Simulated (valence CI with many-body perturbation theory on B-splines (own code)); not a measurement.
## Level structure of Ru³⁹⁺

Calculated by relativistic CI+MBPT: three valence electrons over a frozen Dirac-Fock core [He], a basis of 11 s, 11 p, 10 d, 8 f, 5 g, 2 h functions for each j, with the one-electron correlation potential Σ1 (screened to all orders), the two-electron term Σ2, the three-electron term Σ3, Breit, model QED; selected single and double excitations, second order for the rest, scaled by the run's own slope (own B-spline code, finite nucleus).

The last digits are not significant, and no measured levels were compared; by estimate large intervals hold to a few tenths of a per cent, small ones and those within an open d or f shell to about a per cent.

Levels 136 to 180 of 203, with energies above the lowest level, (2s^2 2p1/2) J=1/2. "Leading %" is the weight of the configuration and term that name the level; weights of strongly mixed levels are sums over their largest components and can fall short, so below about 35 % the name and the second component can differ from the true leading terms, or belong to a minority configuration. In the jj column 3d3/2^4 stands for four electrons in 3d with j = 3/2.

```
No.  Configuration  Term    J  E (eV)  Leading %              Leading jj      g
136       2s 2p 4s   2P°  1/2  4536.2         84      2s 2p1/2 4s (97 %)  0.958
137       2s 2p 4p    4D  3/2  4547.7         58   2s 2p1/2 4p1/2 (94 %)  1.165
138       2s 2p 4p    4P  3/2  4552.5         29   2s 2p1/2 4p3/2 (97 %)  1.381
139       2s 2p 4p    4P  1/2  4553.4         52   2s 2p1/2 4p1/2 (96 %)  1.951
140       2s 2p 4d   4F°  3/2  4563.7         63   2s 2p1/2 4d3/2 (99 %)  0.658
141       2s 2p 4p    4D  5/2  4568.1         50   2s 2p1/2 4p3/2 (96 %)  1.359
142       2s 2p 4p    2P  1/2  4568.2         49   2s 2p1/2 4p3/2 (96 %)  1.220
143       2s 2p 4p    2D  3/2  4569.2         46   2s 2p1/2 4p3/2 (97 %)  1.283
144       2s 2p 4d   4F°  5/2  4570.6         31   2s 2p1/2 4d5/2 (96 %)  1.228
145       2s 2p 4f    4G  5/2  4577.5         45  2s 2p1/2 4f5/2 (100 %)  0.839
146       2s 2p 4d   4F°  5/2  4579.1         36   2s 2p1/2 4d3/2 (88 %)  1.112
147       2s 2p 4f    4F  7/2  4580.0         27  2s 2p1/2 4f7/2 (100 %)  1.147
148       2s 2p 4d   4D°  3/2  4581.9         29   2s 2p1/2 4d3/2 (89 %)  1.165
149       2s 2p 4d   4D°  1/2  4582.6         63   2s 2p1/2 4d3/2 (96 %)  0.388
150       2s 2p 4d   4F°  7/2  4586.0         43   2s 2p1/2 4d5/2 (96 %)  1.256
151       2s 2p 4d   2D°  3/2  4588.7         43   2s 2p1/2 4d5/2 (89 %)  1.037
152       2s 2p 4d   2F°  5/2  4588.9         52   2s 2p1/2 4d5/2 (92 %)  1.113
153       2s 2p 4f    4G  7/2  4593.4         39   2s 2p1/2 4f5/2 (96 %)  1.020
154       2s 2p 4f    4F  3/2  4593.5         56   2s 2p1/2 4f5/2 (97 %)  0.632
155       2s 2p 4f    4G  5/2  4594.0         31   2s 2p1/2 4f5/2 (93 %)  0.960
156       2s 2p 4f    4G  9/2  4595.8         38   2s 2p1/2 4f7/2 (97 %)  1.198
157       2s 2p 4f    2F  5/2  4596.4         35   2s 2p1/2 4f7/2 (93 %)  1.033
158       2s 2p 4f    2G  7/2  4596.7         37   2s 2p1/2 4f7/2 (96 %)  1.139
159       2s 2p 4s   4P°  5/2  4665.1        100     2s 2p3/2 4s (100 %)  1.590
160       2s 2p 4s   2P°  3/2  4669.9         83     2s 2p3/2 4s (100 %)  1.387
161         2p2 4s    4P  1/2  4670.2         51       2p1/2^2 4s (96 %)  2.018
162       2s 2p 4p    4P  3/2  4683.8         45  2s 2p3/2 4p1/2 (100 %)  1.636
163         2p2 4p   4D°  1/2  4684.4         42    2p1/2^2 4p1/2 (97 %)  0.662
164       2s 2p 4p    2D  5/2  4684.8         38   2s 2p3/2 4p1/2 (99 %)  1.350
165       2s 2p 4p    4D  7/2  4698.8        100  2s 2p3/2 4p3/2 (100 %)  1.421
166       2s 2p 4p    2P  3/2  4700.6         53  2s 2p3/2 4p3/2 (100 %)  1.483
167       2s 2p 4p    4P  5/2  4703.8         51   2s 2p3/2 4p3/2 (99 %)  1.397
168         2p2 4p   2P°  3/2  4704.7         28    2p1/2^2 4p3/2 (96 %)  1.335
169       2s 2p 4p    2S  1/2  4705.7         55   2s 2p3/2 4p3/2 (99 %)  1.600
170       2s 2p 4d   4D°  5/2  4714.1         47   2s 2p3/2 4d3/2 (99 %)  1.255
171       2s 2p 4d   4F°  7/2  4714.9         48   2s 2p3/2 4d3/2 (75 %)  1.290
172       2s 2p 4d   4P°  3/2  4715.1         48   2s 2p3/2 4d3/2 (98 %)  1.405
173         2p2 4d    4F  3/2  4715.2         36    2p1/2^2 4d3/2 (97 %)  0.790
174       2s 2p 4d   4P°  1/2  4715.5         86   2s 2p3/2 4d3/2 (98 %)  2.294
175       2s 2p 4d   4F°  9/2  4716.0        100  2s 2p3/2 4d5/2 (100 %)  1.327
176       2s 2p 4s   2P°  1/2  4718.8         90      2s 2p3/2 4s (93 %)  0.768
177       2s 2p 4s   2P°  3/2  4719.5         78      2s 2p3/2 4s (88 %)  1.354
178       2s 2p 4d   2D°  5/2  4720.9         46   2s 2p3/2 4d5/2 (99 %)  1.282
179         2p2 4d    2D  5/2  4723.1         29    2p1/2^2 4d5/2 (97 %)  1.200
180       2s 2p 4d   2D°  3/2  4723.3         34   2s 2p3/2 4d5/2 (90 %)  1.200
```
